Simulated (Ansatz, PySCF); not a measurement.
Torsion H3–O1–In2–H4 in H3InO (SMILES [OH][InH2]); at each angle all else is relaxed with GFN2-xTB, and the levels are single points there.
Geometry at 0° (charge 0, multiplicity 1):
```xyz
5

O      1.2931    -0.4076    -0.2533
In    -0.6044    -0.1354    -0.0765
H      1.9556     0.0816     0.2319
H     -1.2410     1.0318     0.9898
H     -1.4974    -1.1594    -1.0722
```
Energies count from the point at 0°.

Correlated levels freeze the cores. Filled d and f shells under p-block atoms count as core. CBS(a, b) extrapolates the correlation energy as X⁻³ and adds the Hartree–Fock energy of set b.

Run with Ansatz (Gaussian basis) for Hartree–Fock, density functionals and correlated methods; PySCF for the dispersion terms.  In def2 rows elements past Kr take small-core potentials, without spin–orbit coupling.

Energies in kcal/mol.

```tsv
dihedral (°)	HF/def2-TZVPP	r2SCAN/def2-TZVPP	r2SCAN-D4/def2-TZVPP	CCSD(T)/CBS(def2-TZVPP, def2-QZVPP)
0	0.00	0.00	0.00	0.00
30	0.71	0.93	0.93	0.77
60	2.20	2.98	2.98	2.43
90	3.04	4.28	4.28	3.42
120	2.31	3.29	3.29	2.61
150	0.76	1.08	1.08	0.86
180	0.00	0.00	0.00	0.00
210	0.76	1.08	1.08	0.86
240	2.31	3.30	3.30	2.61
270	3.04	4.28	4.28	3.42
300	2.20	2.98	2.98	2.43
330	0.71	0.93	0.93	0.77
```

Ansatz is an electronic-structure program.
